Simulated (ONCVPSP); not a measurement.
# Ranking ONCV potentials for aluminium

All share these settings but for the change named:

- Element: aluminium (Al)
- Generator: ONCVPSP 4.0.1
- Type: optimised norm-conserving Vanderbilt (ONCV)
- Functional: LDA (Perdew-Zunger)
- Relativity: scalar-relativistic
- Frozen core: [Ne]
- Valence charge: 3
- Reference configuration: 3s2 3p1
- Partial waves: 3s: rc 2.00 bohr, ncon 4, nbas 7, qcut 3.8 1/bohr, 2 projectors, debl 0.4 Ha; 3p: rc 2.60 bohr, ncon 3, nbas 8, qcut 2.7 1/bohr, 2 projectors, debl 3.7 Ha; d scattering state at 0.41 Ha: rc 2.15 bohr, ncon 4, nbas 8, qcut 4 1/bohr, 2 projectors, debl 1.6 Ha
- Local potential: polynomial inside 1.95 bohr (lpopt 5, dvloc0 4 Ha)
- Core correction: polynomial model core, fcfact 0.6

Test errors are all-electron minus pseudo excitation energies from the reference, over 3s2 3p0; 3s1 3p0; 3s2 3p0.5; 3s1 3p2. None of these files shows a bound ghost.

The base gives 2.3 meV.

Of 10 variants that were run, those that failed, showed a ghost or another fault, or gave nearly equal values are left out.

(1) Rank these variants by their largest absolute test error, smallest first.
A. p: rc 2.22
B. p: rc 2.46
C. p: rc 1.84; local potential polynomial inside 1.84 bohr (lpopt 5, dvloc0 4 Ha)
D. p: rc 2.7

## Answers

(1) D (1.7 meV), B (3.4 meV), A (5.3 meV), C (6.1 meV).
